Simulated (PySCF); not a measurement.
PySCF input (BP86/6-31G* with LANL2DZ past Ar (5d)):

```python
from pyscf import gto, dft

mol = gto.M(
    atom='''
    Rb   -0.00000000   -0.00000000   -0.90239267
    Cl    0.00000000    0.00000000    1.96403109
    ''',
    basis={'default': '6-31g*', 'Rb': 'lanl2dz'},
    ecp={'Rb': 'lanl2dz'},
    charge=0,
    spin=0,
    verbose=4,
)

mf = dft.RKS(mol, xc='bp86')
mf.grids.level = 3
mf.conv_tol = 1e-9
mf.max_cycle = 100
mf.max_memory = 1500
mf.kernel()
if not mf.converged:
    mf = mf.newton()
    mf.kernel(mf.make_rdm1())
mf.dip_moment()
```

### Question
What final total energy does it give?

### Answer
-484.17578 Eh.
